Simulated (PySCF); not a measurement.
Si(H)3(SH) (H4SSi), SMILES [SiH3]S. Atoms are numbered in the order given.

```xyz
6

Si     0.0046    -1.0301     0.0000
S     -0.0811     1.1079     0.0000
H      0.6945    -1.5523     1.2057
H     -1.4101    -1.4682     0.0000
H      0.6945    -1.5523    -1.2057
H      1.2540     1.2686     0.0000
```

Coordinates come from a r2SCAN-D4/def2-TZVP optimisation.

Level of theory: PBE0/pcJ-1 (PySCF).

Isotropic couplings with Fermi-contact, spin-dipole and both spin-orbit terms, one fixed conformer, no vibrational averaging. Isotopes: 1H, 29Si.

```tsv
pair	bonds apart	J (Hz)
Si1–H3	1	-217.5
Si1–H4	1	-216.0
Si1–H5	1	-217.5
Si1–H6	2	___
H3–H4	2	___
H3–H5	2	___
H4–H5	2	___
H3–H6	3	2.0
H4–H6	3	12.0
H5–H6	3	2.0
```

**Question.** Some entries are withheld; supply them. (An estimate is asked for; the answer gives what the named calculation found.)

**Answer.** 
- Si1–H6, J (Hz): 5.8
- H3–H4, J (Hz): 2.2
- H3–H5, J (Hz): 12.5
- H4–H5, J (Hz): 2.2
